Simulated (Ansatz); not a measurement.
`[OH][GeH]([F])[SH]` + H₂ → `[OH][GeH2][SH]` + H–F  (hydrogenolysis of a Ge–F bond)

Program: Ansatz. Geometries: PBE0-D4/def2-TZVP. ΔE: electronic, gas phase. CCSD(T)/CBS adds triple-zeta CCSD(T) − MP2 to the extrapolated MP2 energy (def2 sets, frozen cores). This one scheme is used for every species. DFT in def2-TZVPP. For Ge outer-core shells are correlated without core-valence functions, which leaves a few kJ/mol of doubt a bond. Scalar relativity is left out up to krypton. Each species was taken in one conformer, which may not be the lowest.

```
        level  ΔE (kcal/mol)
  LDA (SPW92)           11.4
HF/def2-TZVPP           12.7
```

(1) What does CCSD(T)/CBS give? (Estimate.)

Largest T1 diagnostic among the species: 0.012.

Answers

(1) The calculation gave: +12.0 kcal/mol. The listed levels differ from it by -0.6, 0.7 kcal/mol.

From r2SCAN to r2SCAN0 (25 % exact exchange), in def2-TZVPP and without D4, ΔE moves by −1.7 kcal/mol. Leaving LDA and LC-ωPBE aside and taking each functional with its dispersion term where it has one, the values, not all of them listed here, spread over 3.4 kcal/mol, from HSE06-D4 to r2SCAN-D4. LDA lies −1.0 kcal/mol from PBE without D4. At CCSD(T), def2-SVP lies +1.6 kcal/mol from the extrapolated value and def2-TZVPP +0.6 kcal/mol.
